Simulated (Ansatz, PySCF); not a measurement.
H4O, SMILES [OH4+2], charge +2.

Geometry optimised at r2SCAN-D4/def2-TZVPD.

Two levels are set side by side: PBE/def2-TZVPD (Ansatz, an electronic-structure program) and EOM-CCSD/aug-cc-pVDZ (PySCF). PBE by ΔSCF, the other level by its IP root; same geometry, the bases differ. Differences are taken from unrounded values.

```
quantity                         EOM-CCSD
-------------------------------  --------
vertical ionisation energy (eV)     39.70
```

**Question.** What does PBE give, and how far is it from EOM-CCSD? (An estimate is asked for; the answer gives what the named calculation found.)

**Answer.** 
| quantity | PBE | PBE minus EOM-CCSD |
|---|---|---|
| vertical ionisation energy (eV) | 39.89 | 0.20 |

On these quantities the two levels nearly agree.
